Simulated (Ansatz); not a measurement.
Molecule: CsAu, net charge 0, singlet state. 
Geometry from a B3LYP-D3(BJ)/def2-TZVP (Ansatz, a first-principles code) optimisation:
```xyz
2

Cs     0.0000     0.0000    -1.8835
Au     0.0000     0.0000     1.3113
```
Charge 0, spin multiplicity 1.

Parts of the frozen-core correlation energy in def2-SVPD (Ansatz, hartree). Frozen orbitals: 8; correlated occupied orbitals by spin: 6 and 6; virtual: 48 and 48. No spin-orbit coupling. In def2 rows, elements after Kr have scalar-relativistic effective core potentials.

```json
[
 {"term": "reference (HF)", "value": "-154.67589"},
 {"term": "MP2 opposite-spin", "value": "…"},
 {"term": "MP2 same-spin", "value": "…"},
 {"term": "CCSD correlation", "value": "-0.29239"},
 {"term": "(T)", "value": "…"},
 {"term": "T1 diagnostic", "value": "0.031"},
 {"term": "largest doubles amplitude", "value": "0.049"}
]
```

Q: Fill in the missing entries.

A: 
- MP2 opposite-spin, value: -0.20317
- MP2 same-spin, value: -0.10532
- (T), value: -0.00835
